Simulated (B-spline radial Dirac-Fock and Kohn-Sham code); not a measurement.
# Auger decay of the 3s hole in Os⁺

System: Os⁺, configuration 1s2 2s2 2p6 3s2 3p6 3d10 4s2 4p6 4d10 4f14 5s2 5p6 5d6 6s1.

Level of theory: a relativistic independent-particle model: LDA orbitals of the hole state, radiative multipoles to third order, Auger rates from the Coulomb interaction with a continuum orbital, Dirac-Fock energies; an atomic code on a B-spline grid. Kinetic energies are configuration averages from the vacuum level; the two-hole energies are estimated from single-hole states.

| transition | kinetic energy (eV) | width (meV) | share (%) |
| --- | --- | --- | --- |
| M1-M3N3 | 70.86 | 1410 | 8.1 |
| M1-M2N6 | 163.0 | 665 | 3.8 |
| M1-M2N7 | 165.3 | 885 | 5.1 |
| M1-M2O3 | 180.4 | 252 | 1.4 |
| M1-M3N4 | 250.1 | 492 | 2.8 |
| M1-M3N5 | 265.4 | 752 | 4.3 |
| M1-M4N1 | 310.0 | 480 | 2.8 |
| M1-M5N1 | 381.0 | 679 | 3.9 |
| M1-M3N6 | 496.4 | 3160 | 18.2 |
| M1-M3N7 | 499.8 | 3950 | 22.7 |
| M1-M3O3 | 514.6 | 205 | 1.2 |
| M1-M5N3 | 571.4 | 204 | 1.2 |
| M1-M4N5 | 695.2 | 212 | 1.2 |
| M1-M5N4 | 751.1 | 236 | 1.4 |
| M1-M5N5 | 767.1 | 338 | 1.9 |
| M1-M5N7 | 1001.9 | 284 | 1.6 |

Coster-Kronig rates are the weakest part of this model and often come out 1.5 to 2.5 times too large. The listed channels hold 82 % of the non-radiative rate. Summed by principal shells, of 17.4 eV in all: MMN 84.1 %, MMO 9.5 %, MNN 5.4 %, MNO 0.8 %.

Values without a named source are computed, but for edge energies of neutral atoms, which are taken from tables.
